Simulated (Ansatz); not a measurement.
**Ligand exchange through a proton shuttle**

Start structure (Si$_{2}$H$_{6}$Cl$_{2}$OF$_{2}$, closed shell), relaxed at PBE0-D4/def2-TZVP:

```xyz
13
angstrom
Si -0.3069 -1.4553 0.0186
Si -0.5106 -0.3337 -2.0225
Cl 0.1476 -3.4287 -0.2728
Cl -1.9647 -1.3570 1.1960
F 0.9079 -0.8987 0.9141
H -0.0011 1.7335 0.9131
F -0.5359 1.6393 0.1244
H 1.7307 2.1753 2.1722
O 0.9352 1.6372 2.1775
H -1.7401 0.4872 -2.0397
H 0.7115 0.4737 -2.2508
H -0.5973 -1.3903 -3.0659
H 1.2235 0.7174 2.1361
```

The step: Si₂H₃Cl₂F ([F][Si]([SiH3])([Cl])[Cl]) + H₂O + HF → SiCl₂F₂ ([F][Si]([F])([Cl])[Cl]) + SiH₄ + H₂O; bonds formed: Si1–F7, Si2–H8, H6–O9; bonds broken: Si1–Si2, H6–F7, H8–O9. Ansatz 0.2.0; basis: def2-TZVPP and def2-QZVPP; cores frozen in the correlated methods. Extrapolation: Hartree–Fock as exp(−7.88 √X), correlation as X^−2.97. Energies below are by CCSD(T) at an estimated basis limit (MP2 extrapolated from triple and quadruple zeta, plus CCSD(T) − MP2 in triple zeta).

Task: What are the electronic barrier and the energy of the step, from the start structure to the end structure? (An estimate is asked for; the value comes from the calculation.)

Result: Computed: Barrier 1.823 eV; step energy -1.045 eV (downhill); reverse barrier, their difference, 2.868 eV. Barrier and step energy count from the start structure, the reverse barrier from the end structure.

The saddle point: One imaginary mode of 671i cm⁻¹.
```
   pair  start (Å)  saddle (Å)  end (Å)
 Si1–F7       3.10        1.70     1.57
 Si2–H8       5.38        1.94     1.49
  H6–O9       1.58        0.99     0.96
Si1–Si2       2.34        2.51     4.58
  H6–F7       0.96        1.75     2.86
  H8–O9       0.96        1.18     3.01
```

Zero-point energy (harmonic, PBE0-D4): ZPE is 1.882 eV at the start and 1.813 eV at the saddle, so the barrier goes from 1.823 to 1.754 eV.

No T1 diagnostic of these runs exceeds 0.012.

Labels in which every atom is bracketed show which atoms are joined, not bond orders.

For scale, one of the runs: CCSD(T)/def2-TZVPP, 345 basis functions, launched by `ansatz run in.yaml --threads 4 --pin off --events-out ev --progress --plain --max-ram 66560MiB --backend cuda --devices 0, --max-vram 37GiB`. Time: 14 s of wall clock on 4 CPU threads of an AMD EPYC 7R13 and a share of one NVIDIA H100; the host was shared. Peak host memory: 0.85 GiB.
